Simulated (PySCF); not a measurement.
Bond length, frequency and bond energy of BeH by level of theory

State: ²Σ⁺ (doublet), unpaired electrons σ ↑. Set-up: basis Be def2-TZVPP, H def2-TZVPP; no relativity; PySCF 2.14. De refers to Be + H in their ground configurations, without counterpoise correction. The functionals are run spin-unrestricted. A positive dipole means Be(−)H(+). Levels whose curve was spin-contaminated or gave no clean fit are not listed.

| Level | Re (Å) | ωe (cm⁻¹) | De (eV) | μ (D) | CPU s a point (SCF and correlation, without the integrals) |
| --- | --- | --- | --- | --- | --- |
| UHF | 1.347 | 2108 | 2.15 | -0.27 | 0.052 |
| UHF-MP2 | 1.341 | 2093 | 2.28 | n/a | 0.08 |
| UHF-SCS-MP2 | 1.342 | 2088 | 2.28 | n/a | n/a |
| UHF-CCSD | 1.349 | 2034 | 2.06 | n/a | n/a |
| UHF-CCSD(T) | 1.350 | 2028 | 2.07 | n/a | 0.78 |
| PBE | 1.362 | 1974 | 2.37 | -0.23 | 0.34 |
| BLYP | 1.352 | 1996 | 2.42 | -0.26 | 0.24 |
| r²SCAN | 1.357 | 2009 | 2.57 | -0.28 | 0.52 |
| PBE0 | 1.356 | 2023 | 2.38 | -0.24 | 0.51 |
| BHandHLYP | 1.340 | 2085 | 2.45 | -0.26 | 0.26 |
| M06-2X | 1.348 | 2058 | 2.27 | -0.21 | 0.61 |
| ωB97X-V | 1.353 | 2045 | 2.35 | -0.22 | 4.8 |

**Question.** Which functional lies closest to UHF-CCSD(T) in De, which farthest, and by how much do they differ from it?

**Answer.** Closest is M06-2X (-0.2 pm in Re, +1.5 % in ωe, +0.20 eV in De against UHF-CCSD(T) in the same basis), farthest r²SCAN (+0.7 pm in Re, -0.9 % in ωe, +0.50 eV in De). CCSD(T) converges more slowly with the basis than the functionals do and binds too weakly in this one, so the order can change at the basis-set limit.

**Question.** What does a quarter of exact exchange do here, going from PBE to PBE0?

**Answer.** PBE0 less PBE: -0.6 pm in Re, +2.5 % in ωe, +0.01 eV in De. Exact exchange removes part of the self-interaction that spreads semilocal densities, and in most molecules shortens and stiffens the bond and lowers De; so it does here.

**Question.** What does second-order correlation do here, going from UHF to UHF-MP2?

**Answer.** UHF-MP2 less UHF: -0.6 pm in Re, -0.7 % in ωe, +0.13 eV in De. Correlation nearly always deepens the well. The bond shortens, as in weak, metallic or heavy-atom bonds, where dispersion and the correlation of outer-core electrons pull the atoms together.

Correlated steps freeze no core orbitals. The state was picked by a PBE0 search and need not be the measured ground state.

The whole job (state search and all levels along the bond) took about 2.4 min on 1 thread of Arm Neoverse N1 (shared host), peak memory 0.5 GiB.
